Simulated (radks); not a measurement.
The numbers below are computed, except where a source is named.
All-electron atom: Pt III in [Xe] 4f14 5d8.

Code: a radial shooting solver on a logarithmic mesh with Libxc functionals. Model: non-relativistic Kohn-Sham, BLYP, spin-unpolarised, spherical densities, point nucleus; relativity is left out, which matters for an element this heavy.

Energy parts (hartree):
total: -17334.6042
kinetic: 17330.9740
electron-nucleus: -41230.7304
Hartree: 6900.0783
exchange-correlation: -334.9261

Orbitals (lengths in bohr, moments of r in powers of bohr; <r^-3> diverges for s and p1/2):
1s: occ. 2; eigenvalue (hartree) -2615.951; <r^2> 0.0005035
2s: occ. 2; eigenvalue (hartree) -435.8979; <r^2> 0.007843
2p: occ. 6; eigenvalue (hartree) -418.8833; <r^-3> 16760; <r^2> 0.005788
3s: occ. 2; eigenvalue (hartree) -102.0904; <r^2> 0.04868
3p: occ. 6; eigenvalue (hartree) -94.09181; <r^-3> 3635; <r^2> 0.04486
3d: occ. 10; eigenvalue (hartree) -79.16368; <r^-3> 646.5; <r^2> 0.03462
4s: occ. 2; eigenvalue (hartree) -21.89822; <r^2> 0.2347
4p: occ. 6; eigenvalue (hartree) -18.46942; <r^-3> 850.9; <r^2> 0.2413
4d: occ. 10; eigenvalue (hartree) -12.17446; <r^-3> 133.1; <r^2> 0.2558
4f: occ. 14; eigenvalue (hartree) -3.77804; <r^-3> 28.29; <r^2> 0.3067
5s: occ. 2; eigenvalue (hartree) -3.69175; <r^2> 1.237
5p: occ. 6; eigenvalue (hartree) -2.61989; <r^-3> 140.2; <r^2> 1.479
5d: occ. 8; eigenvalue (hartree) -0.97435; <r^-3> 12.61; <r^2> 2.768

The highest occupied level is 5d at -26.513 eV. Virial ratio -V/T = 2.00021. The density falls to 0.001 e/bohr^3 at r = 3.53 bohr.
